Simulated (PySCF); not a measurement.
## TDDFT excited states: C7H9FNP

Compound: C7H9FNP.
SMILES with atom numbers: `[CH3:1][N:2]([CH3:3])[c:4]1[cH:5][cH:6][p:7][c:8]([F:9])[cH:10]1` (hydrogens: H11, H12, H13 on C1; H14, H15, H16 on C3; H17 on C5; H18 on C6; H19 on C10)

Cartesian coordinates in Å at the PBE0-D3(BJ)/def2-SVP level; atoms count from 1:
```
atom  x, y, z in Å
C1    -1.8603   -1.0165    0.6056
N2    -1.0797    0.1245    0.2015
C3    -1.7211    1.4048    0.0439
C4     0.2608   -0.0116   -0.0482
C5     1.0364    1.1033   -0.4498
C6     2.3917    1.0378   -0.7181
P7     3.4486   -0.3448   -0.6393
C8     2.2257   -1.4956   -0.1345
F9     2.6427   -2.7561    0.0511
C10    0.8832   -1.2729    0.0962
H11   -1.8502   -1.8183   -0.1545
H12   -1.5016   -1.4496    1.5561
H13   -2.9024   -0.7088    0.7520
H14   -1.6364    1.7889   -0.9881
H15   -2.7883    1.3046    0.2749
H16   -1.3012    2.1681    0.7230
H17    0.5467    2.0719   -0.5552
H18    2.8763    1.9729   -1.0208
H19    0.3069   -2.1456    0.4057
```

Level of theory: TDDFT CAM-B3LYP/def2-SVPD, vertical, gas phase, core orbitals frozen in the response (PySCF 2.14.0, density-fitted response routines).

Question: Predict the UV-vis stick spectrum at this level.

Answer: 

| state | E (eV) | E (hartree) | f | symmetry | main configurations (H = HOMO, L = LUMO) |
| --- | --- | --- | --- | --- | --- |
| S1 | 4.29 | 0.1577 | 0.081 | A′ | H→L+1 (62%), H→L (26%), H-1→L (9%) |
| S2 | 4.56 | 0.1675 | 0.353 | A′ | H→L (68%), H→L+1 (25%) |
| S3 | 5.37 | 0.1974 | 0.015 | A″ | H→L+2 (90%) |
| S4 | 5.74 | 0.2109 | 0.013 | A″ | H-2→L (95%) |
| S5 | 5.81 | 0.2134 | 0.124 | A′ | H-1→L (83%), H→L+1 (10%) |
| S6 | 5.98 | 0.2199 | 0.0000 | – | H→L+5 (43%), H→L+4 (25%), H-2→L+1 (8%) |
| S7 | 6.07 | 0.2230 | 0.0012 | – | H-2→L+1 (88%) |
| S8 | 6.22 | 0.2286 | 0.0024 | A″ | H→L+3 (78%), H→L+5 (8%) |
| S9 | 6.36 | 0.2336 | 0.015 | A″ | H→L+4 (52%), H→L+5 (27%) |
| S10 | 6.48 | 0.2380 | 0.500 | A′ | H-1→L+1 (84%) |

Triplets, Tamm–Dancoff:

| state | E (eV) | λ (nm) | main configurations (H = HOMO, L = LUMO) |
| --- | --- | --- | --- |
| T1 | 2.86 | 433.5 | H→L (92%) |
| T2 | 3.57 | 347.5 | H→L+1 (93%) |
| T3 | 4.39 | 282.5 | H-1→L+1 (73%), H-1→L (11%) |
| T4 | 4.69 | 264.5 | H-1→L (80%), H-1→L+1 (14%) |

The lowest singlet comes at 289 nm (414 kJ/mol) in the ultraviolet; it is of moderate strength; its leading configuration is HOMO→LUMO+1 (62%). The most intense listed level is S10 at 6.48 eV (191 nm, f = 0.500), 2.19 eV above S1. It is the last of those listed, so stronger ones may follow. Löwdin shares by element: HOMO phosphorus 24%, nitrogen 22%, carbon 19% or more (atoms not listed hold the other 35%); LUMO carbon 44% or more, phosphorus 30% (atoms not listed hold the other 26%). The oscillator strengths of these states sum to 1.105; summed over the whole spectrum of an exact calculation they would give the number of electrons, 82 (Thomas–Reiche–Kuhn). Weighted by f, the mean energy of these states is 5.60 eV. The listed states span 2.19 eV, and the widest gap between neighbours is 0.81 eV (S2 to S3). No computed singlet lies in the visible range (380 to 750 nm); the lowest, at 289 nm, stands 1.03 eV above its violet end (3.26 eV); a Tamm–Dancoff triplet lies at 433 nm, without intensity as long as spin–orbit coupling is left out. The vertical ionisation energy (ΔSCF) is 7.43 eV, 0.96 eV above S10. Symmetry labels in Cs follow from the direction of the transition dipole and are given only for states with f of 0.002 or more. Only the lowest 10 singlets were computed, as vertical energies without vibronic structure.
